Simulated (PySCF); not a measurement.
Molecule: C3H9ClSi, SMILES CC(C)[SiH2]Cl, singlet. Atoms near the plane z = 0.6 Å, at the GFN2-xTB optimised geometry (x, y, z in Å): C1 (1.4, -0.5, 0.0), C2 (-0.2, -0.5, 0.0), C3 (-0.7, 1.0, 0.0), H6 (1.8, -1.5, 0.0), H8 (1.8, 0.1, 0.9), H9 (-0.5, -1.0, 0.9), H10 (-1.8, 1.0, 0.0), H11 (-0.3, 1.5, 0.9).

Level of theory: CAM-B3LYP/def2-TZVP run with PySCF 2.14.0. The values are rescaled to run from 0 to 1.

```
|                         |
|                         |
|           .             |
|       ..:::::.          |
|     ..:--===-:.         |
|    .:--=++*+=-:.        |
|   .:-=++*###*=-:.       |
|   :-=+*#%@@%#+=:::..    |
|  .:=+*#%%@@@#+===--:.   |
|  .-=*#%%@@@%#+++++=-:.  |
|  .:=+*#%%%%%***###*=-.  |
|  .:-+**##%%%#*#%@%#+-:  |
|  .:--=+*#%%%%#%@@@#+=:  |
| ..::--=*#%@@%%%@@@#+=:  |
|.:::---=*%@@@%%%@@%#+=:  |
|.:-----=*#@@@%#%%%#*+-:  |
|.:-----=+#%%##*##%#*+-:  |
|.:------+****++*###*=-.  |
|.:-------=++===+***+=:.  |
|.::::::::-------====-.   |
| ..:::...::::.::---:.    |
|  ..... ............     |
|                         |
|                         |
|                         |
```
Scale: ten equal steps from 0.000 (start of ' ') to 1.00 (end of '@'), in the order ' .:-=+*#%@'; x runs from -4.00 to 4.00, y from -4.00 (bottom) to 4.00 (top).

Question: Which quantity is mapped?
A) electrostatic potential
B) deformation density (molecule minus spherical neutral atoms)
C) log10 of the electron density
D) Laplacian of the electron density

Answer: C, log10 of the electron density. In full: log10 of the electron density (e/bohr³), floored at −4.
